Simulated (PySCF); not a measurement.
A structure optimised at B3LYP-D3(BJ)/def2-SVP, used in a PySCF frequency run:

```xyz
7

W     -0.0989    -0.1580     0.0186
N     -0.5423    -1.1791    -1.3272
H     -0.3540    -1.7968    -2.1141
S      2.0272    -0.2735     0.2962
Cl    -0.6846     2.0024    -0.5223
O     -0.9629    -0.8015     1.5705
H     -1.6210    -1.5093     1.6005
```

### Question
Write its SMILES and formula.

### Answer
[NH]=[W]([OH])(=[S])[Cl], ClH2NOSW

### Question
What are its rotational constants (standard atomic weights)?

### Answer
2.3834, 1.6871, 1.3713 GHz
